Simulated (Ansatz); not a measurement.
Computed with frozen-core CCSD(T)/cc-pVTZ // B3LYP-D3(BJ)/def2-TZVP in Ansatz (a program for electronic structure). The geometry is that of the parent before the electron was removed.

Ansatz 0.2 input:
```yaml
crystal:
  periodic: [false, false, false]
  atoms:
    - { symbol: B, position_ang: [1.661012, 0.729888, -0.267777] }
    - { symbol: C, position_ang: [1.035211, -0.469557, 0.070069] }
    - { symbol: N, position_ang: [-0.29471, -0.793287, 0.362091] }
    - { symbol: C, position_ang: [-1.266179, 0.240216, 0.071138] }
    - { symbol: H, position_ang: [2.275351, 1.704551, -0.465644] }
    - { symbol: H, position_ang: [1.737141, -1.300315, 0.169512] }
    - { symbol: H, position_ang: [-0.566443, -1.699989, 0.010352] }
    - { symbol: H, position_ang: [-1.065512, 1.104407, 0.71149] }
    - { symbol: H, position_ang: [-2.271041, -0.117515, 0.293131] }
    - { symbol: H, position_ang: [-1.230883, 0.579041, -0.97621] }
basis:
  gaussian: { orbitals: cc-pVTZ }
correlation:
  method: ccsd_t
total_charge: 1
magnetization:
  spin_polarized: true
  initial_magnetization: 1
```

Output:

```
Functional definition: HF
1160 factors; integrals over basis functions are off by at most 1.1e-3 eV
mean field evaluation 1: about -4296.5965 eV, gradient 3.2e1 eV
mean field evaluation 2: about -4296.5989 eV, gradient 3.2e1 eV
mean field evaluation 4: about -4301.6412 eV, gradient 3.8e0 eV
mean field evaluation 8: about -4301.7933 eV, gradient 2.9e-1 eV
mean field evaluation 16: about -4296.5945 eV, gradient 3.2e1 eV
mean field evaluation 32: about -4299.0593 eV, gradient 4.9e0 eV
mean field evaluation 64: about -4298.0645 eV, gradient 1.7e-1 eV
mean field evaluation 96: about -4299.2247 eV, gradient 2.1e-1 eV
mean field -4301.80244789 eV, -158.0883240937 hartree, gradient 1.7e-6 eV, S^2 0.793395; 4 other end points of the search recorded, 0 dependent functions left out
determinant -4301.80244789 eV, -158.0883240937 hartree, with singles and doubles -4319.49285257 eV, -158.7384344747 hartree
determinant -4299.57383952 eV, -158.0064242464 hartree, with singles and doubles -4316.96031195 eV, -158.6453653232 hartree
determinant -4299.22162248 eV, -157.9934805092 hartree, with singles and doubles -4317.11284527 eV, -158.6509708196 hartree
4 core orbitals not correlated
reference -4301.80244789 eV, -158.0883240937 hartree; 11, 10 occupied and 189, 190 virtual orbitals, 1160 factors
second order -16.35727041 eV of doubles, -0.00000000 eV of singles
cycle   1  -17.40698428 eV  change    -1.4e0 eV  update   2.5e-2
cycle   2  -17.44783308 eV  change   -4.1e-2 eV  update   5.3e-3
cycle   3  -17.44521780 eV  change    2.6e-3 eV  update   2.2e-3
cycle   4  -17.44645197 eV  change   -1.2e-3 eV  update   7.4e-4
cycle   5  -17.44673824 eV  change   -2.9e-4 eV  update   4.0e-4
cycle   6  -17.44681550 eV  change   -7.7e-5 eV  update   1.8e-4
cycle   7  -17.44695477 eV  change   -1.4e-4 eV  update   9.1e-5
cycle   8  -17.44700424 eV  change   -4.9e-5 eV  update   5.2e-5
cycle   9  -17.44697411 eV  change    3.0e-5 eV  update   3.3e-5
cycle  10  -17.44696728 eV  change    6.8e-6 eV  update   1.6e-5
perturbative correction -0.72405581 eV, -0.0266085603 hartree
Total energy: -4319.97347099 eV, -158.7560968757 hartree
```

Cost: very roughly 20 core-minutes.
